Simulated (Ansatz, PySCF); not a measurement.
Dimer: CH4 (SMILES C) (first 5 atoms) with H4OSi (SMILES O[SiH3]); geometry from B3LYP-D3(BJ)/def2-TZVP.
(charge 0, multiplicity 1):
```tsv
atom	x (Å)	y (Å)	z (Å)
C	0.0210	-0.1589	0.0474
H	-0.1249	0.6492	0.7624
H	-0.3676	-1.0875	0.4642
H	-0.5072	0.0706	-0.8773
H	1.0841	-0.2744	-0.1611
O	-0.0175	1.2971	3.4036
Si	-0.1028	-0.2839	3.8826
H	0.7561	1.8087	3.6514
H	1.0159	-1.0855	3.3294
H	-1.3890	-0.7918	3.3689
H	-0.0663	-0.4028	5.3617
```

Basis-set superposition error: the interaction energy with monomers in their own basis, and in the dimer's basis (counterpoise).

Run with Ansatz (an electronic-structure program) with Gaussian orbitals; PySCF for 6-31G* rows, M06-2X. Each number belongs to the level named beside it.

```csv
level,uncorrected (meV),counterpoise (meV),difference
HF/6-31G*,6.2,27.1,20.9
HF/aug-cc-pV(D+d)Z,10.5,27.4,17.0
SVWN5/def2-TZVPPD,-80.7,-77.9,2.8
PBE/def2-TZVPPD,-11.8,-9.9,1.9
BLYP/def2-TZVPPD,36.6,38.9,2.4
B97M-V/def2-TZVPPD,-41.9,-39.9,2.0
M06-2X/def2-TZVPPD,-41.9,-39.1,2.7
CAM-B3LYP/def2-TZVPPD,-6.1,-3.8,2.3
MP2/6-31G*,-43.0,4.3,47.4
CCSD(T)/aug-cc-pV(D+d)Z,-72.5,-30.0,42.5
```

The error is largest for MP2/6-31G* (47.4 meV) and smallest for PBE/def2-TZVPPD (1.9 meV).
